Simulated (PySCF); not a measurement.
B₂BrClH₃N.
Atom-mapped SMILES: `[BH2:1][NH:2][B:3]([Cl:4])[Br:5]` (hydrogens: H6, H7 on B1; H8 on N2)

Method: PBE0-D3(BJ)/def2-SVP geometry optimisation, gas phase in PySCF 2.14.0; density fitting, grid level 1; the optimiser is geomeTRIC in internal coordinates, started from a GFN2-xTB structure with every atom displaced at random (about 0.01 Å).

Step 1: E = -85434.2001 eV
```
atom  x, y, z in Å  |  force x, y, z in eV/Å
B1      0.4115   -0.5564   -0.0976    0.548  -0.204   0.054
N2     -0.7882   -1.2611    0.1586   -0.143  -0.190   0.074
B3     -2.1302   -0.8223    0.0647   -0.799  -0.420   0.139
Cl4    -3.4536   -1.9827    0.4710    0.719   0.580  -0.195
Br5    -2.6042    0.9459   -0.4741   -0.015  -0.053   0.019
H6      1.4640   -1.1515    0.0792   -0.271   0.169  -0.061
H7      0.3873    0.5832   -0.4748   -0.055   0.044  -0.005
H8     -0.6956   -2.2272    0.4689    0.017   0.075  -0.025
```

Step 2: E = -85434.2189 eV
```
atom  x, y, z in Å  |  force x, y, z in eV/Å
B1      0.4244   -0.5711   -0.0920    0.049   0.041  -0.016
N2     -0.7967   -1.2518    0.1552    0.182   0.006  -0.008
B3     -2.1404   -0.8088    0.0578   -0.313  -0.337   0.127
Cl4    -3.4093   -1.9841    0.4765    0.186   0.285  -0.094
Br5    -2.6447    0.9485   -0.4802    0.052  -0.014  -0.001
H6      1.4687   -1.1603    0.0766   -0.116  -0.011   0.000
H7      0.4035    0.5728   -0.4623   -0.024   0.036  -0.008
H8     -0.7146   -2.2175    0.4644   -0.014  -0.006  -0.001
```

**Question.** Estimate the geometry and energy of step 3. (The exact step hangs on the optimiser's Hessian estimate; all steps are aligned on step 2, rigid shifts and turns removed.)

**Answer.** E = -85434.2236 eV, largest force 0.191 eV/Å
```
atom  x, y, z in Å  |  force x, y, z in eV/Å
B1      0.4121   -0.5626   -0.0931   -0.152   0.013   0.002
N2     -0.7876   -1.2808    0.1635    0.035   0.165  -0.057
B3     -2.1324   -0.8318    0.0648    0.084  -0.037   0.019
Cl4    -3.4325   -1.9365    0.4691   -0.095  -0.157   0.053
Br5    -2.5874    0.9318   -0.4863   -0.026   0.169  -0.053
H6      1.4574   -1.1333    0.0611    0.133  -0.070   0.017
H7      0.3532    0.5864   -0.4521    0.014  -0.062   0.016
H8     -0.6917   -2.2454    0.4690    0.008  -0.021   0.003
```

The energy changes by -0.0046 eV. The first-order estimate −F·Δx gives -0.0230 eV and the mean of the old and new forces, exact on a quadratic surface, -0.0039 eV. The step makes an angle of 72° with the force vector and moves no atom by more than 0.060 Å.

What follows is the cost of the whole optimisation. On Arm Neoverse V2, one thread, shared host with 192 logical CPUs at a one-minute load of 12, this took 29 s and 0.44 GiB of memory at its peak.
